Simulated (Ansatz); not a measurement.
C2H5FGeO, SMILES `C=C[O][GeH2][F]`, relaxed with RKS PBE0-D4/def2-TZVP in the Gaussian-basis code of Ansatz from a PBE-D4/def2-SVP geometry. The force threshold is 0.005 eV/Å; the program also tests the step.

Total charge 0; spin multiplicity 1.

Start:

```xyz
10

C     1.487   -0.439   -0.427
C     1.008   -0.135    0.795
O    -0.177    0.478    1.083
Ge   -1.589    0.355   -0.034
F    -1.204    1.186   -1.537
H     0.959   -0.161   -1.352
H     2.459   -0.945   -0.514
H     1.575   -0.363    1.717
H    -1.816   -1.129   -0.402
H    -2.702    1.152    0.672
```

(1) By how much does the energy fall, and how many steps does the optimiser take? (Estimate.)

(2) Which bonds change most? (An estimate is asked.)

(3) Give the relaxed structure. (An estimate is asked.)

Answers

(1) The calculation gave: 1.36 kcal/mol, in 8 steps.

(2) Ansatz gave: O3–Ge4 from 1.805 to 1.774 Å; Ge4–F5 from 1.760 to 1.736 Å; C1–C2 from 1.347 to 1.327 Å; C2–H8 from 1.105 to 1.087 Å.

(3) The calculation gave: 
```xyz
10

C     1.472   -0.466   -0.412
C     1.007   -0.121    0.781
O    -0.169    0.495    1.049
Ge   -1.568    0.361   -0.034
F    -1.225    1.252   -1.484
H     0.942   -0.246   -1.333
H     2.430   -0.961   -0.485
H     1.574   -0.306    1.690
H    -1.763   -1.095   -0.458
H    -2.700    1.087    0.686
```
